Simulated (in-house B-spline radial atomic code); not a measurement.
Settings and results of a run for Lu III (Lu2+) (with a hole in an inner shell). Level of theory: Dirac-Hartree-Fock, average of the jj configuration, Fermi nucleus of rms radius 5.37 fm; calculated with an all-electron radial atomic-structure program (B-spline basis).

In the input, a minus or plus after the letter marks the j = l - 1/2 or j = l + 1/2 subshell.

Command:
```bash
python run_scf.py task.json out
```
Settings (nuclear radius in fm, mass in u):
```
Z                71
configuration    1s2 2s1 2p6 3s2 3p-2 3p+3 3d10 4s2 4p6 4d10 4f14 5s2 5p6 5d1 6s2
hamiltonian      dirac
method           hf
spin_polarised   False
nucleus          fermi
rms_radius       5.37
atomic_mass      174.94078
speed_of_light   137.035999084
```

Output (hartree, bohr):
```
 radial grid: 81 intervals, B-splines of order 8, outer radius 60 bohr

 iter        energy (Eh)    residual
    1      -14088.304662    8.67e-01
    2      -14089.398374    6.02e-01
    3      -14093.427285    4.81e-02
    4      -14093.434239    2.28e-02
    5      -14093.435126    3.84e-03
    6      -14093.435163    1.38e-03
    7      -14093.435188    1.19e-04
    8      -14093.435189    2.68e-05
    9      -14093.435189    3.91e-06
   10      -14093.435189    5.55e-07

 total energy                    -14093.43519
 kinetic                           15646.0678
 electron-nucleus                 -34933.6483
 electron-electron                  5194.1453

 first-order corrections (not in the total)
   Gaunt                            15.5873
   retardation                      -1.6587
   frequency dependence             -0.2694
   self-energy                      11.2864
   Uehling                          -2.0293
   Wichmann-Kroll                    0.0757
   recoil                            0.0273

 orbital      occ     eigenvalue          <r>       <r^2>       <1/r>       <r^4>       r_max    small
 1s1/2      2.000     -2355.1649     0.019317 0.000511991     82.1898 7.07835e-07     0.01213  7.12e-02
 2s1/2      1.000      -413.3525    0.0810778  0.00783942     19.9547 0.000113717      0.0693  1.61e-02
 2p1/2      2.000      -393.9712    0.0670951  0.00558685     19.9297 6.40437e-05     0.05176  1.62e-02
 2p3/2      4.000      -352.1470    0.0746836  0.00678903     17.0257 9.05315e-05     0.05824  1.47e-02
 3s1/2      2.000       -97.6316     0.209132   0.0501888     7.45189  0.00381455      0.1941  5.44e-03
 3p1/2      2.000       -89.8491      0.19885   0.0460647      7.3299  0.00336217      0.1816  5.33e-03
 3p3/2      3.000       -80.6684     0.213511   0.0530107     6.56448  0.00448178       0.195  4.90e-03
 3d3/2      4.000       -67.0222     0.185857   0.0405475     6.47636  0.00291566      0.1524  4.81e-03
 3d5/2      6.000       -64.8293     0.190091    0.042294      6.2964  0.00315012       0.156  4.70e-03
 4s1/2      2.000       -21.7307     0.469735    0.249173     3.10746   0.0901122      0.4397  1.75e-03
 4p1/2      2.000       -18.2934     0.475141    0.257002     2.99724   0.0985706      0.4393  1.66e-03
 4p3/2      4.000       -16.0988     0.504532    0.290081     2.76975    0.125912      0.4671  1.55e-03
 4d3/2      4.000       -10.3451     0.522324    0.316361     2.54293    0.162173      0.4623  1.34e-03
 4d5/2      6.000        -9.9190     0.533391    0.329718     2.47704    0.176129      0.4715  1.29e-03
 4f5/2      6.000        -2.4980     0.610485    0.463176     2.05788    0.485571      0.4388  9.39e-04
 4f7/2      8.000        -2.4040     0.621011    0.479963     2.02491    0.524427      0.4448  9.15e-04
 5s1/2      2.000        -3.8711      1.13255     1.43802     1.17572     3.02587        1.02  3.64e-04
 5p1/2      2.000        -2.7237      1.24083     1.73934     1.06095     4.59564       1.092  3.03e-04
 5p3/2      4.000        -2.4038       1.3317     2.00362    0.976944     6.11589       1.169  2.67e-04
 5d3/2      0.400        -1.0535      1.81309     3.80198    0.705221     24.3532       1.483  1.42e-04
 5d5/2      0.600        -1.0300      1.85552     3.97779    0.686805     26.5472        1.52  1.35e-04
 6s1/2      2.000        -0.8219      2.91623     9.48906    0.431673     130.378       2.612  5.84e-05
```

Time taken, with all properties: 1.9 s on 1 thread of Arm Neoverse V1, with other jobs on the host.

For the Dirac Hamiltonian the kinetic term is c α·p + (β - 1)c².
